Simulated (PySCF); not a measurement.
SMILES C[SiH2][SiH2][SiH2]N, GFN2-xTB optimised geometry.

```
16

Si    -1.90     0.28     0.00
C     -2.60     2.04     0.00
Si     0.42     0.28     0.00
Si     1.47    -1.79     0.02
N      3.21    -1.78     0.01
H     -2.46    -0.41     1.17
H     -2.46    -0.41    -1.17
H     -3.69     2.05     0.00
H     -2.27     2.59    -0.88
H     -2.27     2.59     0.88
H      0.90     1.10     1.13
H      0.90     1.07    -1.15
H      1.14    -2.59    -1.16
H      1.16    -2.55     1.24
H      3.69    -1.42     0.82
H      3.67    -1.45    -0.82
```

Density from PySCF with PBE0/def2-TZVP at that geometry.

Minimum of the electron density along straight lines between bonded atoms, close to the bond critical point (lines longer than 1.1 times the sum of covalent radii, or with two minima, are not listed):

```json
[
 {"bond": "Si1–C2", "length / Å": "1.901", "ρ at the minimum / e bohr⁻³": "0.115", "∇²ρ there / e bohr⁻⁵": "0.16", "position (fraction from the first atom)": "0.39"},
 {"bond": "Si1–Si3", "length / Å": "2.316", "ρ at the minimum / e bohr⁻³": "0.096", "∇²ρ there / e bohr⁻⁵": "-0.17", "position (fraction from the first atom)": "0.50"},
 {"bond": "Si3–Si4", "length / Å": "2.320", "ρ at the minimum / e bohr⁻³": "0.097", "∇²ρ there / e bohr⁻⁵": "-0.18", "position (fraction from the first atom)": "0.53"},
 {"bond": "Si4–N5", "length / Å": "1.731", "ρ at the minimum / e bohr⁻³": "0.130", "∇²ρ there / e bohr⁻⁵": "0.56", "position (fraction from the first atom)": "0.40"},
 {"bond": "Si1–H6", "length / Å": "1.471", "ρ at the minimum / e bohr⁻³": "0.122", "∇²ρ there / e bohr⁻⁵": "0.19", "position (fraction from the first atom)": "0.49"},
 {"bond": "Si1–H7", "length / Å": "1.471", "ρ at the minimum / e bohr⁻³": "0.122", "∇²ρ there / e bohr⁻⁵": "0.19", "position (fraction from the first atom)": "0.49"},
 {"bond": "C2–H8", "length / Å": "1.087", "ρ at the minimum / e bohr⁻³": "0.275", "∇²ρ there / e bohr⁻⁵": "-0.92", "position (fraction from the first atom)": "0.64"},
 {"bond": "C2–H9", "length / Å": "1.087", "ρ at the minimum / e bohr⁻³": "0.275", "∇²ρ there / e bohr⁻⁵": "-0.92", "position (fraction from the first atom)": "0.64"},
 {"bond": "C2–H10", "length / Å": "1.087", "ρ at the minimum / e bohr⁻³": "0.275", "∇²ρ there / e bohr⁻⁵": "-0.92", "position (fraction from the first atom)": "0.64"},
 {"bond": "Si3–H11", "length / Å": "1.479", "ρ at the minimum / e bohr⁻³": "0.118", "∇²ρ there / e bohr⁻⁵": "0.19", "position (fraction from the first atom)": "0.49"},
 {"bond": "Si3–H12", "length / Å": "1.479", "ρ at the minimum / e bohr⁻³": "0.118", "∇²ρ there / e bohr⁻⁵": "0.19", "position (fraction from the first atom)": "0.49"},
 {"bond": "Si4–H13", "length / Å": "1.467", "ρ at the minimum / e bohr⁻³": "0.124", "∇²ρ there / e bohr⁻⁵": "0.19", "position (fraction from the first atom)": "0.49"},
 {"bond": "Si4–H14", "length / Å": "1.467", "ρ at the minimum / e bohr⁻³": "0.124", "∇²ρ there / e bohr⁻⁵": "0.19", "position (fraction from the first atom)": "0.49"},
 {"bond": "N5–H15", "length / Å": "1.008", "ρ at the minimum / e bohr⁻³": "0.337", "∇²ρ there / e bohr⁻⁵": "-1.65", "position (fraction from the first atom)": "0.74"},
 {"bond": "N5–H16", "length / Å": "1.008", "ρ at the minimum / e bohr⁻³": "0.337", "∇²ρ there / e bohr⁻⁵": "-1.65", "position (fraction from the first atom)": "0.74"}
]
```
